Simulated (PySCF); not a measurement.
C2H6AlF, SMILES [CH3][Al]([CH3])[F] (connectivity only; charge and spin as stated), charge -1, multiplicity 2.

Geometry: r2SCAN-D4/def2-SVPD. The multiplicity is an assumed one; no other spin state was optimised. The isomer is the one that the SMILES or the coordinates give; other isomers of the formula were not compared.

Two levels are set side by side: PBE/def2-SVPD (PySCF) and M06-2X/def2-SVPD (PySCF). Same geometry, gas phase. Differences are taken from unrounded values.

| quantity | M06-2X |
|---|---|
| α-spin orbital gap (eV) | 4.80 |
| β-spin orbital gap (eV) | 4.94 |
| mean polarisability (bohr³) | 96.0 |

**Question.** What does PBE give, and how far is it from M06-2X? (Estimate from the structure and the level; the computed values follow.)

**Answer.** 
| quantity | PBE | PBE minus M06-2X |
|---|---|---|
| α-spin orbital gap (eV) | 2.09 | -2.71 |
| β-spin orbital gap (eV) | 4.06 | -0.88 |
| mean polarisability (bohr³) | 112.3 | 16.4 |

Loosely held outer electrons make PBE densities more polarisable. Differences between two approximate levels are no errors against the true value.

Rough cost on one machine, each run with all the roots and properties that it gave: M06-2X against PBE within a factor of 2.
